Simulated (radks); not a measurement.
Q: All-electron atom: Rb2+ in [Ar] 3d10 4s1 4p5 4f1 (not the ground configuration). Calculated with a radial shooting solver on a logarithmic mesh with Libxc functionals: Dirac Kohn-Sham, PBEsol, spin-unpolarised, spherical densities, point nucleus; open shells fill j = l - 1/2 first. Some entries of the table are withheld. Estimate them.

| orbital | occ. | eigenvalue (hartree) | r(max) (bohr) |
|---|---|---|---|
| 1s1/2 | 2 | -553.0599 | 0.02630 |
| 2s1/2 | 2 | -74.87906 | 0.1497 |
| 2p1/2 | 2 | -68.03937 | (1) |
| 2p3/2 | 4 | -65.80772 | (2) |
| 3s1/2 | 2 | -12.08010 | 0.4512 |
| 3p1/2 | 2 | -9.62955 | 0.4406 |
| 3p3/2 | 4 | -9.29341 | 0.4495 |
| 3d3/2 | 4 | -5.00065 | 0.3909 |
| 3d5/2 | 6 | -4.94340 | 0.3936 |
| 4s1/2 | 1 | -2.17138 | 1.234 |
| 4p1/2 | 2 | -1.56108 | (3) |
| 4p3/2 | 3 | -1.52086 | (4) |
| 4d3/2 | 0 | -0.67744 | 1.824 |
| 4d5/2 | 0 | -0.67370 | 1.833 |
| 5s1/2 | 0 | (5) | 3.100 |
| 5p1/2 | 0 | -0.46800 | 3.720 |
| 5p3/2 | 0 | -0.46160 | 3.785 |
| 4f5/2 | 1 | -0.23149 | 4.977 |
| 4f7/2 | 0 | -0.23148 | 4.977 |

A: 
(1) 2p1/2 r(max) (bohr): 0.1173
(2) 2p3/2 r(max) (bohr): 0.1207
(3) 4p1/2 r(max) (bohr): 1.351
(4) 4p3/2 r(max) (bohr): 1.375
(5) 5s1/2 eigenvalue (hartree): -0.60842
